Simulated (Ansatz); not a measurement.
Compare A (`B[SiH](N)[SiH2]F`) with its isomer B (`N[SiH]([SiH3])BF`).

Isolated molecules relaxed with PBE0-D4/def2-TZVP in Ansatz; ΔE leaves out vibrations. CCSD(T)/CBS adds triple-zeta CCSD(T) − MP2 to the extrapolated MP2 energy (def2 sets, frozen cores). DFT in def2-TZVPP. B3LYP here is the variant with VWN-RPA as its local correlation; programs differ in this. Each species was taken in one conformer, which may not be the lowest.

(1) Which is lower in electronic energy at CCSD(T)/CBS, and by how much? (Best estimate.)

(2) Give E(B) − E(A) in kJ/mol with B3LYP, PBE-D4, r2SCAN-D4, PBE0-D4, MP2/def2-TZVPP, B2PLYP, ωB97M-V. (Best estimate.)

Largest T1 diagnostic: 0.014.

## Answers

(1) Computed: B, by 15.8 kJ/mol.

(2) Ansatz gave: B3LYP -20.7, PBE-D4 -29.3, r2SCAN-D4 -21.7, PBE0-D4 -25.1, MP2/def2-TZVPP -17.6, B2PLYP -19.2, ωB97M-V -20.0. None reverses the order clearly.

From PBE to PBE0 (25 % exact exchange), in def2-TZVPP and without D4, E(B) − E(A) moves by +4.3 kJ/mol. In def2-TZVPP, CCSD(T) changes the Hartree–Fock value by −11.2 kJ/mol (the triples alone add −2.7 kJ/mol) and MP2 by −8.0 kJ/mol.
